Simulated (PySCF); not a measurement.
r2SCAN on I (iodine, neutral), [Kr] 4d10 5s2 5p4 5d1, one real determinant (an excited configuration). Calculation: PySCF 2.14, in aug-cc-pwCVTZ-DK3 (10s9p7d4f1g, 109 functions); scalar relativity by spin-free X2C-1e.

```
cycle= 1 E= -7115.04507506194  delta_E= -0.0132  |g|= 0.0444  |ddm|= 0.297
cycle= 2 E= -7115.04529802904  delta_E= -0.000223  |g|= 0.0137  |ddm|= 0.0569
cycle= 3 E= -7115.04533864531  delta_E= -4.06e-05  |g|= 0.00977  |ddm|= 0.0257
cycle= 4 E= -7115.04535117195  delta_E= -1.25e-05  |g|= 0.000504  |ddm|= 0.00694
cycle= 5 E= -7115.04535137509  delta_E= -2.03e-07  |g|= 0.000122  |ddm|= 0.00177
cycle= 6 E= -7115.04535138453  delta_E= -9.43e-09  |g|= 1.87e-05  |ddm|= 0.000323
cycle= 7 E= -7115.04535138476  delta_E= -2.28e-10  |g|= 2.94e-06  |ddm|= 4.74e-05
converged SCF energy = -7115.04535138476  <S^2> = 3.7567163  2S+1 = 4.0033567
```

Highest occupied orbital energy: 0.211 eV; ⟨L²⟩ = 8.04; populations by l: s 10.00, p 22.00, d 21.00, f 0.00.

Task: Can this result be used?

Result: Not for this state. The run converged. ⟨L²⟩ = 8.04 against 12 for a pure F term, so this real determinant mixes terms. The outer electron is Rydberg-like, and this basis confines it to a smaller radius and binds it less than a complete one would. At r2SCAN the highest occupied level has a positive energy, so only the finite basis holds that electron; for this excited configuration the basis is too tight for the outer shell.
